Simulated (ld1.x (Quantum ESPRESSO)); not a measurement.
# Before and after: ultrasoft potential for Zn (Z = 30)

* Element: Zn (Z = 30)
* Generator: ld1.x (Quantum ESPRESSO) 7.5
* Type: ultrasoft
* Functional: PBE
* Relativity: scalar-relativistic
* Frozen core: [Ar]
* Valence charge: 12
* Reference configuration: 3d10 4s1 4p0 (charge +1)
* Partial waves: 4s (bound): rcut 2.20, rcutus 2.45 bohr; 4s channel at 3.8 Ry: rcut 2.20, rcutus 2.45 bohr; 4p (bound, empty): rcut 1.75, rcutus 2.30 bohr; 4p channel at 0.3 Ry: rcut 1.75, rcutus 2.30 bohr; 3d (bound): rcut 1.10, rcutus 1.20 bohr; 3d channel at -0.4 Ry: rcut 1.10, rcutus 1.20 bohr
* Local potential: all-electron potential smoothed inside 1.85 bohr (lloc = -1)
* Core correction: a·sin(br)/r model core inside 1.10 bohr
* Augmentation charge: PSQ, radius 1.10 bohr

All-electron outer shells of the reference configuration (PBE, scalar-relativistic, ld1.x):

| shell | level (eV) | outermost node (bohr) | outermost maximum (bohr) |
| --- | --- | --- | --- |
| 3p | -93.08 | 0.25 | 0.59 |
| 3d | -19.76 | – | 0.57 |
| 4s | -14.00 | 0.84 | 1.99 |
| 4p | -7.78 | 0.91 | 2.55 |

Change: wave 4s channel at 3.8 Ry: rcut 2.20, rcutus 2.45 bohr becomes 4s channel at -0.62 Ry: rcut 2.20, rcutus 2.45 bohr.

Cutoffs: the cutoffs (Ry, on a coarse ladder) from which the occupation-weighted sum of valence levels, in a spherical-Bessel basis at the reference potential, stays within 10 and 1 mRy of its value at 400 Ry; they do not see the model core or the augmentation charge, which bear on the density cutoff. Errors are all-electron minus pseudo energies relative to the spin-unpolarised reference configuration.

**Question.** How do hardness, ghosts and transferability respond?

**Answer.** The potential gets neither clearly harder nor softer (100 Ry and 160 Ry → 100 Ry and 160 Ry); of the 7 tests that both files solve, the error grows in 0 and shrinks in 1 by more than 15 % and 0.3 meV (median size 1.9 → 1.3 meV); the range in which the s phases agree narrows (upper end at the end of the scan → 2.2); neither file shows a bound ghost.

```csv
quantity,base,changed
"cutoff, loose",100 Ry,100 Ry
"cutoff, tight",160 Ry,160 Ry
bound ghosts,none,none
"error for 3d10 4s2 4p0, meV [ΔE -9.89 eV]",+2.7,+1.3
"error for 3d10 4s0 4p0, meV [ΔE 18.44 eV]",-1.9,-1.9
"error for 3d9 4s0 4p0, meV [ΔE 58.98 eV]",-136,-136
"error for 3d10 4s1 4p1, meV [ΔE -4.80 eV]",+0.7,+0.5
"error for 3d10 4s0 4p2, meV [ΔE 0.67 eV]",0.0,0.0
"error for 3d10 4s0 4p1, meV [ΔE 6.32 eV]",-0.4,-0.4
"error for 3d8 4s0 4p0, meV [ΔE 120.79 eV]",-538,-538
s: phases at 2.67 bohr within 0.05 rad from the reference energy up to (Ry; the scan ends near 5),to the end of the scan,2.2
p: phases at 2.67 bohr within 0.05 rad from the reference energy up to (Ry; the scan ends near 5),3.6,3.6
d: phases at 2.67 bohr within 0.05 rad from the reference energy up to (Ry; the scan ends near 5),to the end of the scan,to the end of the scan
lowest overlap eigenvalue by channel,"s 0.65, p 0.64, d 1.00","s 0.37, p 0.64, d 1.00"
```
